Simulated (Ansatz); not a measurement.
Basis-set extrapolation for `CNB[SiH3]` (PBE0-D4/def2-TZVP geometry, frozen core, the Gaussian-basis code of Ansatz). Multiplicity 1, RHF reference.

|  | def2-TZVPP | def2-QZVPP |
| --- | --- | --- |
| HF | -410.668129 | -410.683051 |
| MP2 correlation | -0.621981 | -0.663425 |
| CCSD(T) correlation | -0.701758 | not run |

Energies in hartree. Use E(X) = E(∞) + A·exp(−7.88·√X) for Hartree–Fock and E(X) = E(∞) + B·X^(−2.97) for correlation, with X = 3 and 4, and add CCSD(T) minus MP2 of the smaller set to the MP2 limit.

What is the CCSD(T) energy at the basis-set limit?

HF limit: -410.683051 + (-0.014922) × 0.13774 = -410.68511. MP2 limit: -0.663425 + (-0.041444) × 0.74074 = -0.69412. Higher-order term: -0.701758 − (-0.621981) = -0.07978. Total: -411.45901 hartree, 2.43 eV below CCSD(T)/def2-TZVPP.
